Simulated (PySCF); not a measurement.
Match the calculated data to a structure.

All candidates are C2H6PSi2 (doublet state).

* Rotational structure: rotational constants A, B, C: 3.251, 1.545, 1.169 GHz [PBE0-D3(BJ)/def2-SVP]
* Dipole: 0.84 D [PBE0-D3(BJ)/def2-SVP]
* EPR couplings: largest isotropic hyperfine couplings (means over sets of like nuclei): 29Si -510.2, 1H +67.6, 29Si -22.5, 1H +19.5, 13C +16.5 MHz [unrestricted B3LYP/IGLO-III on C P Si, pcH-1 on H, mean-field spin–orbit]
* EPR g: 2.00354 [unrestricted B3LYP/IGLO-III on C P Si, pcH-1 on H, mean-field spin–orbit]

Gas-phase values; electronic properties from PySCF, density fitting. Levels stand in brackets. The structure is a single PBE0-D3(BJ)/def2-SVP conformer in the gas phase; no vibrational or solvent corrections. Couplings of like nuclei are plain means over topologically equivalent atoms, as if these changed places fast (by rotation of a methyl-like group, say); in this geometry the members of some sets differ.

Task: Which candidate is it?
A. `C#C[SiH2][P][SiH3]` [doublet state]
B. `C#C[SiH]P[SiH3]` [doublet state]
C. `C#C[SiH2]P[SiH2]` [doublet state]

Result: B. It is `C#C[SiH]P[SiH3]` [doublet state]. Numbering: `[CH:1]#[C:2][SiH:3][PH:4][SiH3:5]`. The optimised geometry has point group C1 and is an asymmetric top. The largest Mulliken spin population (0.79) sits on a silicon bonded to C, P and H [Si3]. The couplings belong to: 29Si -510.2 MHz, silicon bonded to C, P and H [Si3]; 1H +67.6 MHz, hydrogen on Si3; 29Si -22.5 MHz, silicon bonded to P and 3 H [Si5]; 1H +19.5 MHz, hydrogen on P4; 13C +16.5 MHz, carbon bonded to C and H [C1].

The others, at the same levels:
- `C#C[SiH2][P][SiH3]` [doublet state] fails: its computed isotropic g value is 2.0128 (against 2.00354), rotational constant A is 3.017 GHz (against 3.251 GHz) and dipole moment is 1.26 D (against 0.84 D).
- `C#C[SiH2]P[SiH2]` [doublet state] fails: its computed isotropic g value is 2.00430 (against 2.00354) and dipole moment is 1.32 D (against 0.84 D).

Each candidate is one conformer, not necessarily the lowest. The conformers computed, where there is a choice (atom-mapped SMILES and torsion angles):
- `[CH:1]#[C:2][SiH:3][PH:4][SiH3:5]`: C2–Si3–P4–Si5 -64°
- `[CH:1]#[C:2][SiH2:3][P:4][SiH3:5]`: C2–Si3–P4–Si5 -48°
- `[CH:1]#[C:2][SiH2:3][PH:4][SiH2:5]`: C2–Si3–P4–Si5 50°
